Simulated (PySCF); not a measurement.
ClMg, charge +1, singlet, at a GFN2-xTB geometry (such geometries of metal compounds can be far from the true shape); R2SCAN/pcseg-1 (PySCF).

Input for PySCF:
```python
from pyscf import gto, scf, dft

mol = gto.M(
    atom='''
Mg   -0.000000   -0.000000   -1.210803
Cl    0.000000    0.000000    0.854684
''',
    basis='pcseg-1',
    charge=1,
    spin=0,
    verbose=4,
)

mf = dft.RKS(mol)
mf.xc = 'r2scan'
mf.kernel()
mf.analyze()
```

Question: Write the output that PySCF gives for this input, abridged.

Answer: 
```
PySCF version 2.14.0

[INPUT] verbose = 4
[INPUT] num. atoms = 2
[INPUT] num. electrons = 28
[INPUT] charge = 1
[INPUT] spin (= nelec alpha-beta = 2S) = 0
[INPUT] symmetry False subgroup None
[INPUT] Mole.unit = angstrom
[INPUT] Symbol           X                Y                Z      unit          X                Y                Z       unit  Magmom
[INPUT]  1 Mg     0.000000000000   0.000000000000  -1.210803000000 AA    0.000000000000   0.000000000000  -2.288086060802 Bohr   0.0
[INPUT]  2 Cl     0.000000000000   0.000000000000   0.854684000000 AA    0.000000000000   0.000000000000   1.615118683048 Bohr   0.0

nuclear repulsion = 52.2647448411343
number of shells = 5
number of NR pGTOs = 77
number of NR cGTOs = 28
basis = pcseg-1
ecp = {}

******** <class 'pyscf.dft.rks.RKS'> ********
method = RKS
initial guess = minao
damping factor = 0
level_shift factor = 0
DIIS = <class 'pyscf.scf.diis.CDIIS'>
diis_start_cycle = 1
diis_space = 8
diis_damp = 0
SCF conv_tol = 1e-09
SCF conv_tol_grad = None
SCF max_cycles = 50
direct_scf = True
direct_scf_tol = 1e-13
XC library pyscf.dft.libxc version 7.1.2
    S. Lehtola, C. Steigemann, M. J. T. Oliveira, and M. A. L. Marques,  SoftwareX 7, 1–5 (2018)
XC functionals = r2scan
    J. W. Furness, A. D. Kaplan, J. Ning, J. P. Perdew, and J. Sun,  J. Phys. Chem. Lett. 11, 8208–8215 (2020)
    J. W. Furness, A. D. Kaplan, J. Ning, J. P. Perdew, and J. Sun,  J. Phys. Chem. Lett. 11, 9248–9248 (2020)
    J. W. Furness, A. D. Kaplan, J. Ning, J. P. Perdew, and J. Sun,  J. Phys. Chem. Lett. 11, 8208–8215 (2020)
    J. W. Furness, A. D. Kaplan, J. Ning, J. P. Perdew, and J. Sun,  J. Phys. Chem. Lett. 11, 9248–9248 (2020)
radial grids:
    Treutler-Ahlrichs [JCP 102, 346 (1995); DOI:10.1063/1.469408] (M4) radial grids

becke partition: Becke, JCP 88, 2547 (1988); DOI:10.1063/1.454033
pruning grids: <function nwchem_prune>
grids dens level: 3
symmetrized grids: False
atomic radii adjust function: <function treutler_atomic_radii_adjust>
small_rho_cutoff = 0
Set gradient conv threshold to 3.16228e-05
Initial guess from minao.
tot grids = 37464
init E= -660.306928257878
  HOMO = -0.370156204886082  LUMO = -0.138096505584597  gap/eV = 6.31467
cycle= 1 E= -659.885903636102  delta_E= 0.421  |g|= 0.305  |ddm|= 1.78
  HOMO = -0.395716697222981  LUMO = -0.351552900082032  gap/eV = 1.20176
cycle= 2 E= -659.718014941412  delta_E= 0.168  |g|= 0.75  |ddm|= 2.04
  HOMO = -0.481182305957926  LUMO = -0.354882031847474  gap/eV = 3.43681
cycle= 3 E= -659.93361471568  delta_E= -0.216  |g|= 0.0184  |ddm|= 1.33
  HOMO = -0.478708130144285  LUMO = -0.35755756613386  gap/eV = 3.29667
cycle= 4 E= -659.933697954528  delta_E= -8.32e-05  |g|= 0.0115  |ddm|= 0.0434
  HOMO = -0.481068432357457  LUMO = -0.358491464640632  gap/eV = 3.33549
cycle= 5 E= -659.933739057447  delta_E= -4.11e-05  |g|= 0.00371  |ddm|= 0.0142
  HOMO = -0.481554362190134  LUMO = -0.358413007251597  gap/eV = 3.35085
cycle= 6 E= -659.933744454898  delta_E= -5.4e-06  |g|= 0.000111  |ddm|= 0.00692
  HOMO = -0.481572666971592  LUMO = -0.358376525107427  gap/eV = 3.35234
cycle= 7 E= -659.933744460685  delta_E= -5.79e-09  |g|= 9.41e-06  |ddm|= 0.000352
  HOMO = -0.481572378099813  LUMO = -0.358375576825338  gap/eV = 3.35236
cycle= 8 E= -659.93374446072  delta_E= -3.55e-11  |g|= 1.49e-06  |ddm|= 2.31e-05
  HOMO = -0.481571544746592  LUMO = -0.358375122154938  gap/eV = 3.35235
Extra cycle  E= -659.93374446072  delta_E= 1.14e-13  |g|= 2.29e-06  |ddm|= 6.56e-06
converged SCF energy = -659.93374446072
**** SCF Summaries ****
Total Energy =                        -659.933744460720163
Nuclear Repulsion Energy =              52.264744841134316
One-electron Energy =                -1012.283214828890323
Two-electron Energy =                  300.084725527035857
Two-electron Coulomb Energy =          344.580661485295707
DFT Exchange-Correlation Energy =      -44.495935958259849
HOMO-LUMO gap [eV] =                     3.352345411424553
**** MO energy ****
MO #1   energy= -101.333179177672  occ= 2
MO #2   energy= -46.9373070656386  occ= 2
MO #3   energy= -9.52079057812872  occ= 2
MO #4   energy= -7.26823631485293  occ= 2
MO #5   energy= -7.26283817791575  occ= 2
MO #6   energy= -7.26283817791573  occ= 2
MO #7   energy= -3.42854514026937  occ= 2
MO #8   energy= -2.16060124697321  occ= 2
MO #9   energy= -2.16033731087971  occ= 2
MO #10  energy= -2.1603373108797   occ= 2
MO #11  energy= -0.945201175440616 occ= 2
MO #12  energy= -0.534776299933857 occ= 2
MO #13  energy= -0.481571544746593 occ= 2
MO #14  energy= -0.481571544746592 occ= 2
MO #15  energy= -0.358375122154938 occ= 0
MO #16  energy= -0.211262314765654 occ= 0
MO #17  energy= -0.21126231476565  occ= 0
MO #18  energy= -0.0933049904741828 occ= 0
MO #19  energy= -0.063110046814472 occ= 0
MO #20  energy= 0.235465118116515  occ= 0
MO #21  energy= 0.235465118116516  occ= 0
MO #22  energy= 0.239771838833493  occ= 0
 ** Mulliken pop on meta-lowdin orthogonal AOs  **
 ** Mulliken pop  **
pop of  0 Mg 1s           2.00000
pop of  0 Mg 2s           1.99994
pop of  0 Mg 3s           0.31364
pop of  0 Mg 4s           0.01194
pop of  0 Mg 2px          1.99998
pop of  0 Mg 2py          1.99998
pop of  0 Mg 2pz          1.99993
pop of  0 Mg 3px          0.03452
pop of  0 Mg 3py          0.03452
pop of  0 Mg 3pz          0.01106
pop of  1 Cl 1s           2.00000
pop of  1 Cl 2s           1.99989
pop of  1 Cl 3s           1.94980
pop of  1 Cl 4s           0.00131
pop of  1 Cl 2px          1.99996
pop of  1 Cl 2py          1.99996
pop of  1 Cl 2pz          1.99994
pop of  1 Cl 3px          1.95995
pop of  1 Cl 3py          1.95995
pop of  1 Cl 3pz          1.70397
pop of  1 Cl 4px          0.00155
pop of  1 Cl 4py          0.00155
pop of  1 Cl 4pz          0.00012
pop of  1 Cl 3dxy         0.00000
pop of  1 Cl 3dyz         0.00404
pop of  1 Cl 3dz^2        0.00846
pop of  1 Cl 3dxz         0.00404
pop of  1 Cl 3dx2-y2      0.00000
 ** Mulliken atomic charges  **
charge of    0Mg =      1.59448
charge of    1Cl =     -0.59448

WARN: System has nonzero charge 1; the dipole moment is origin-dependent.
Location of origin: [0. 0. 0.]

Dipole moment(X, Y, Z, Debye):  0.00000, -0.00000, -10.37907
```
